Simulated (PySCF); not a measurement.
C₂H₂N, charge -1, singlet, geometry from GFN2-xTB; PBE/pcseg-1 run with PySCF.

Here is a job for PySCF.
```python
from pyscf import gto, scf, dft

mol = gto.M(
    atom='''
C     0.002395   -0.057386   -1.174303
C    -0.000305   -0.009406    0.173456
N    -0.002974    0.152823    1.341041
H     0.922982   -0.331997   -1.689352
H    -0.914707   -0.337015   -1.692856
''',
    basis='pcseg-1',
    charge=-1,
    spin=0,
    verbose=4,
)

mf = dft.RKS(mol)
mf.xc = 'pbe'
mf.diis = False
mf.damp = 0.3
mf.diis_start_cycle = 200
mf.max_cycle = 150
mf.kernel()
mf.analyze()
```

Output, abridged:

```
PySCF version 2.14.0

[INPUT] verbose = 4
[INPUT] num. atoms = 5
[INPUT] num. electrons = 22
[INPUT] charge = -1
[INPUT] spin (= nelec alpha-beta = 2S) = 0
[INPUT] symmetry False subgroup None
[INPUT] Mole.unit = angstrom
[INPUT] Symbol           X                Y                Z      unit          X                Y                Z       unit  Magmom
[...]
nuclear repulsion = 53.2282548384208
number of shells = 13
number of NR pGTOs = 89
number of NR cGTOs = 52
basis = pcseg-1
ecp = {}

******** <class 'pyscf.dft.rks.RKS'> ********
method = RKS
initial guess = minao
damping factor = 0.3
level_shift factor = 0
DIIS disabled
SCF conv_tol = 1e-09
SCF conv_tol_grad = None
SCF max_cycles = 150
direct_scf = True
direct_scf_tol = 1e-13
XC library pyscf.dft.libxc version 7.1.2
    S. Lehtola, C. Steigemann, M. J. T. Oliveira, and M. A. L. Marques,  SoftwareX 7, 1–5 (2018)
XC functionals = pbe
    J. P. Perdew, K. Burke, and M. Ernzerhof,  Phys. Rev. Lett. 77, 3865 (1996)
    J. P. Perdew, K. Burke, and M. Ernzerhof,  Phys. Rev. Lett. 78, 1396 (1997)
    J. P. Perdew, K. Burke, and M. Ernzerhof,  Phys. Rev. Lett. 77, 3865 (1996)
    J. P. Perdew, K. Burke, and M. Ernzerhof,  Phys. Rev. Lett. 78, 1396 (1997)
radial grids:
    Treutler-Ahlrichs [JCP 102, 346 (1995); DOI:10.1063/1.469408] (M4) radial grids

becke partition: Becke, JCP 88, 2547 (1988); DOI:10.1063/1.454033
pruning grids: <function nwchem_prune>
grids dens level: 3
symmetrized grids: False
atomic radii adjust function: <function treutler_atomic_radii_adjust>
small_rho_cutoff = 0
Set gradient conv threshold to 3.16228e-05
Initial guess from minao.
tot grids = 61760
init E= -132.14201800935
[...]
cycle= 1 E= -131.855539990368  delta_E= 0.286  |g|= 0.569  |ddm|= 2.49
[...]
cycle= 2 E= -131.888698573755  delta_E= -0.0332  |g|= 0.505  |ddm|= 1.44
[...]
cycle= 3 E= -131.830369965227  delta_E= 0.0583  |g|= 0.725  |ddm|= 1.18
[...]
cycle= 4 E= -131.506583652542  delta_E= 0.324  |g|= 1.33  |ddm|= 2.25
[...]
cycle= 5 E= -130.911670583426  delta_E= 0.595  |g|= 2.04  |ddm|= 3.23
[...]
cycle= 6 E= -126.551614770558  delta_E= 4.36  |g|= 3.19  |ddm|= 11.9
[...]
cycle= 7 E= -117.295494466518  delta_E= 9.26  |g|= 5.73  |ddm|= 31.6
[...]
cycle= 8 E= -104.283000222678  delta_E=   13  |g|= 5.86  |ddm|= 42.1
[...]
cycle= 9 E= -109.226065343663  delta_E= -4.94  |g|= 6.53  |ddm|= 32.1
[...]
cycle= 10 E= -105.550494927701  delta_E= 3.68  |g|= 5.24  |ddm|= 46.9
[...]
[...]
[...]
cycle= 131 E= -110.121748072292  delta_E= -4.82  |g|= 6.45  |ddm|= 43.8
[...]
cycle= 132 E= -105.305114373376  delta_E= 4.82  |g|= 5.32  |ddm|= 43.8
[...]
cycle= 133 E= -110.121748072292  delta_E= -4.82  |g|= 6.45  |ddm|= 43.8
[...]
cycle= 134 E= -105.305114373378  delta_E= 4.82  |g|= 5.32  |ddm|= 43.8
[...]
cycle= 135 E= -110.121748072292  delta_E= -4.82  |g|= 6.45  |ddm|= 43.8
[...]
cycle= 136 E= -105.305114373375  delta_E= 4.82  |g|= 5.32  |ddm|= 43.8
[...]
cycle= 137 E= -110.121748072292  delta_E= -4.82  |g|= 6.45  |ddm|= 43.8
[...]
cycle= 138 E= -105.305114373377  delta_E= 4.82  |g|= 5.32  |ddm|= 43.8
[...]
cycle= 139 E= -110.121748072292  delta_E= -4.82  |g|= 6.45  |ddm|= 43.8
[...]
cycle= 140 E= -105.305114373376  delta_E= 4.82  |g|= 5.32  |ddm|= 43.8
[...]
cycle= 141 E= -110.121748072292  delta_E= -4.82  |g|= 6.45  |ddm|= 43.8
[...]
cycle= 142 E= -105.305114373375  delta_E= 4.82  |g|= 5.32  |ddm|= 43.8
[...]
cycle= 143 E= -110.121748072292  delta_E= -4.82  |g|= 6.45  |ddm|= 43.8
[...]
cycle= 144 E= -105.305114373376  delta_E= 4.82  |g|= 5.32  |ddm|= 43.8
[...]
cycle= 145 E= -110.121748072292  delta_E= -4.82  |g|= 6.45  |ddm|= 43.8
[...]
cycle= 146 E= -105.305114373377  delta_E= 4.82  |g|= 5.32  |ddm|= 43.8
[...]
cycle= 147 E= -110.121748072292  delta_E= -4.82  |g|= 6.45  |ddm|= 43.8
[...]
cycle= 148 E= -105.305114373376  delta_E= 4.82  |g|= 5.32  |ddm|= 43.8
[...]
cycle= 149 E= -110.121748072293  delta_E= -4.82  |g|= 6.45  |ddm|= 43.8
[...]
cycle= 150 E= -105.305114373376  delta_E= 4.82  |g|= 5.32  |ddm|= 43.8
SCF not converged.
SCF energy = -105.305114373376
**** SCF Summaries ****
Total Energy =                        -105.305114373376014
Nuclear Repulsion Energy =              53.228254838420824
One-electron Energy =                 -261.023416596523475
Two-electron Energy =                  102.490047384726637
Two-electron Coulomb Energy =          121.205885569930800
DFT Exchange-Correlation Energy =      -18.715838185204166
HOMO-LUMO gap [eV] =                     1.000813368895724
**** MO energy ****
[...]
 ** Mulliken pop on meta-lowdin orthogonal AOs  **
 ** Mulliken pop  **
 ** Mulliken atomic charges  **
charge of    0C =     -6.81035
charge of    1C =      3.52283
charge of    2N =      4.99150
charge of    3H =     -1.35199
charge of    4H =     -1.35199

WARN: System has nonzero charge -1; the dipole moment is origin-dependent.
Location of origin: [0. 0. 0.]

Dipole moment(X, Y, Z, Debye): -0.24332, 10.33636, 112.84065
```

Convergence was not reached.
